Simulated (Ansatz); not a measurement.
Two isomers of CH8OSiSn: A = `O[SiH2][CH2][SnH3]`, B = `CO[SiH2][SnH3]`.

Calculated with Ansatz (gas phase, PBE0-D4/def2-TZVP geometries, no zero-point term in ΔE). CCSD(T)/CBS is the MP2 limit (def2-TZVPP, def2-QZVPP) plus CCSD(T) − MP2 in def2-TZVPP, frozen cores. Functionals use def2-TZVPP. B3LYP here is the variant with VWN-RPA as its local correlation; programs differ in this. Elements past krypton have def2 core potentials. For Sn outer-core shells are correlated without core-valence functions, which leaves a few kJ/mol of doubt a bond. One conformer a species, not always the lowest.

**Question.** Which isomer does CCSD(T)/CBS put lower? Give the gap. (Best estimate.)

**Answer.** Computed: A, by 18.4 kcal/mol.

**Question.** Give E(B) − E(A) in kcal/mol with PBE-D4, ωB97M-V, MP2/def2-TZVPP, r2SCAN-D4, B3LYP-D4, CCSD/def2-TZVPP, B3LYP. (An estimate is asked.)

**Answer.** Computed: PBE-D4 13.8, ωB97M-V 17.1, MP2/def2-TZVPP 20.3, r2SCAN-D4 15.8, B3LYP-D4 14.2, CCSD/def2-TZVPP 17.4, B3LYP 13.5. None reverses the order clearly.

Largest T1 diagnostic: 0.013.

From PBE to PBE0 (25 % exact exchange), in def2-TZVPP and without D4, E(B) − E(A) moves by +1.1 kcal/mol. In def2-TZVPP, CCSD(T) changes the Hartree–Fock value by +3.9 kcal/mol (the triples alone add +0.5 kcal/mol) and MP2 by +6.3 kcal/mol.
